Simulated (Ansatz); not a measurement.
This geometry of a periodic cell of 17 atoms, Si (host Si, host structure diamond, interstitial Si) is a first-order saddle point.

These are results of Ansatz 0.2.0, DFT PBE, scalar-relativistic, plane waves, PAW, not measurements. Settings: PAW set soft_1, cutoff 420 eV, k mesh 2x2x2, gaussian smearing 0.05 eV, no spin polarisation.

```xyz
17
Lattice="0.0000 5.4300 5.4300 5.4300 0.0000 5.4300 5.4300 5.4300 0.0000" Properties=species:S:1:pos:R:3
Si 0.205 -0.205 -0.204
Si 1.255 1.267 1.268
Si 2.626 2.804 -0.103
Si 4.164 4.175 1.268
Si 2.626 -0.103 2.805
Si 4.163 1.267 4.176
Si 5.534 2.804 2.805
Si 6.585 4.276 4.277
Si -0.020 2.648 2.649
Si 1.576 3.854 3.855
Si 2.783 5.451 2.649
Si 4.007 6.853 4.051
Si 2.783 2.648 5.452
Si 4.007 4.051 6.854
Si 5.214 5.647 5.648
Si 6.810 6.853 6.854
Si 3.395 7.466 7.467
```

(1) Which two structures does it join? (They come from a converged band through this point; their orientation in space is the band's.)

(2) How far does it lie above each of them?

## Answers

(1) Contacts lost: Si15–Si17. Contacts made: Si10–Si17. The atom that moves furthest is Si17, by 2.35 Å; four of its nearest neighbours are Si5 2.39, Si3 2.39, Si15 2.39, Si7 2.39 Å at the first end and Si2 2.39, Si6 2.39, Si4 2.39, Si10 2.39 Å at the last.

Initial state:

```xyz
17
Lattice="0.0000 5.4300 5.4300 5.4300 0.0000 5.4300 5.4300 5.4300 0.0000" Properties=species:S:1:pos:R:3
Si 0.006 -0.004 -0.004
Si 1.326 1.358 1.357
Si 2.694 2.738 -0.021
Si 4.074 4.106 1.360
Si 2.695 -0.020 2.737
Si 4.075 1.360 4.106
Si 5.458 2.743 2.743
Si 6.794 4.077 4.076
Si 0.004 2.719 2.719
Si 1.357 4.072 4.072
Si 2.711 5.425 2.722
Si 4.073 6.787 4.041
Si 2.711 2.722 5.425
Si 4.073 4.041 6.787
Si 5.454 5.408 5.408
Si 6.822 6.789 6.789
Si 4.079 6.792 6.791
```

Final state:

```xyz
17
Lattice="0.0000 5.4300 5.4300 5.4300 0.0000 5.4300 5.4300 5.4300 0.0000" Properties=species:S:1:pos:R:3
Si 0.000 0.007 0.002
Si 1.340 1.333 1.338
Si 2.717 2.712 -0.034
Si 4.098 4.095 1.331
Si 2.716 -0.041 2.714
Si 4.092 1.331 4.091
Si 5.462 2.712 2.712
Si 6.782 4.071 4.077
Si -0.031 2.713 2.716
Si 1.330 4.098 4.099
Si 2.714 5.459 2.714
Si 4.078 6.778 4.075
Si 2.713 2.713 5.460
Si 4.079 4.070 6.780
Si 5.430 5.425 5.428
Si 6.783 6.778 6.781
Si 2.715 8.150 8.147
```

(2) 0.31 eV above the first and 0.31 eV above the second. This is the barrier of this one path; another mechanism may lie lower. Limits of this set-up: coarse k mesh, a small cell, in which the defect meets its images.

Run time: 23 min on 1 thread of Arm Neoverse V1, with other jobs on the host, peak memory 0.9 GiB.
